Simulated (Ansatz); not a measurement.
Start from `OB(F)Br` and change one atom or group to get `O[B](F)[GeH3]`.

Ansatz, PBE0-D4/def2-TZVP geometries, multiplicity 1. Each molecule was computed in one conformer, which needn't be the lowest.

Scalar relativity is left out up to krypton.

```json
{"property": "HOMO energy (PBE0/def2-TZVPP) / eV", "`OB(F)Br`": "-8.82"}
{"property": "LUMO energy (PBE0/def2-TZVPP) / eV", "`OB(F)Br`": "0.24"}
{"property": "HOMO–LUMO gap (ωB97M-V/def2-TZVPP) / eV", "`OB(F)Br`": "12.89"}
{"property": "HOMO–LUMO gap (PBE0/def2-TZVPP) / eV", "`OB(F)Br`": "9.06"}
{"property": "HOMO energy (B3LYP/def2-TZVPP) / eV", "`OB(F)Br`": "-8.54"}
{"property": "HOMO–LUMO gap (B3LYP/def2-TZVPP) / eV", "`OB(F)Br`": "8.54"}
```

(1) Give the same properties after the change, and the shifts. (Best estimate.)

## Answers

(1) Ansatz gave: 
```
                               property  `O[B](F)[GeH3]`  shift
     HOMO energy (PBE0/def2-TZVPP) / eV            -8.49   0.33
     LUMO energy (PBE0/def2-TZVPP) / eV            -0.52  -0.76
HOMO–LUMO gap (ωB97M-V/def2-TZVPP) / eV            12.13  -0.76
   HOMO–LUMO gap (PBE0/def2-TZVPP) / eV             7.97  -1.09
    HOMO energy (B3LYP/def2-TZVPP) / eV            -8.29   0.25
  HOMO–LUMO gap (B3LYP/def2-TZVPP) / eV             7.55  -0.99
```

With PBE0 the HOMO rises by 0.33 eV and the LUMO falls by 0.76 eV, so the gap narrows by about 1.09 eV. PBE moves the HOMO by 0.28 eV and ωB97M-V by 0.41 eV. The zero-point energy changes by 58.5 kJ/mol with +9 modes.

B3LYP here is the variant with VWN-RPA as its local correlation; programs differ in this.

Spin–orbit coupling is left out; it splits and shifts lone-pair levels of the heavy atoms by tenths of an eV.
